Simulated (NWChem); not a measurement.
## Polarisability of hydronium (H3O (+1))

SMILES: [OH3+]
```xyz
4

O      0.0000     0.0774     0.0000
H     -0.4720    -0.2067     0.8177
H     -0.4720    -0.2067    -0.8177
H      0.9443    -0.2062     0.0000
```
Charge +1, spin multiplicity 1.

All runs are NWChem calculations. The geometry was optimised at B3LYP/def2-SVP, a minimum by its harmonic frequencies.

Basis set: aug-cc-pVDZ. Static limit.

The correlated methods keep 1 core orbital frozen. B3LYP has NWChem's definition, with VWN1-RPA local correlation. Coupled-cluster values serve here as a point of comparison, not as the truth.

```json
[
 {"method": "HF", "isotropic polarisability (bohr³)": "___"},
 {"method": "BHandHLYP", "isotropic polarisability (bohr³)": "6.44"},
 {"method": "PBE", "isotropic polarisability (bohr³)": "6.77"},
 {"method": "B3LYP", "isotropic polarisability (bohr³)": "6.64"},
 {"method": "CCSD linear response", "isotropic polarisability (bohr³)": "___"}
]
```

Fill in the missing entries.


- HF, isotropic polarisability (bohr³): 6.24
- CCSD linear response, isotropic polarisability (bohr³): 6.66
